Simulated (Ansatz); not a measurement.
System: fluoro(dimethyl)silane, C₂H₇FSi, net charge 0, singlet state. 
Coordinates optimised at B3LYP-D3(BJ)/def2-TZVP (Ansatz, a quantum-chemistry and plane-wave program):
```
Si
F 1 1.6150
H 1 1.4823 2 106.48
C 1 1.8613 3 110.60 2 117.30
H 4 1.0916 1 111.13 3 -58.10
H 4 1.0922 5 108.14 1 122.21
H 4 1.0930 5 107.90 6 116.53
C 1 1.8613 3 110.60 2 -117.30
H 8 1.0916 1 111.13 3 58.10
H 8 1.0922 9 108.14 1 -122.21
H 8 1.0930 9 107.90 10 -116.53
```
Charge 0, spin multiplicity 1.

Parts of the frozen-core correlation energy in STO-3G (Ansatz, hartree). Frozen orbitals: 8; correlated occupied orbitals by spin: 13 and 13; virtual: 10 and 10. No spin-orbit coupling. No relativistic terms.

```
term                            value
-------------------------  ----------
reference (HF)             -462.58426
MP2 opposite-spin            -0.14013
MP2 same-spin                       …
CCSD correlation                    …
(T)                                 …
T1 diagnostic                   0.007
largest doubles amplitude       0.062
```

**Question.** What belongs in the gaps?

**Answer.** 
- MP2 same-spin, value: -0.01568
- CCSD correlation, value: -0.20689
- (T), value: -0.00250
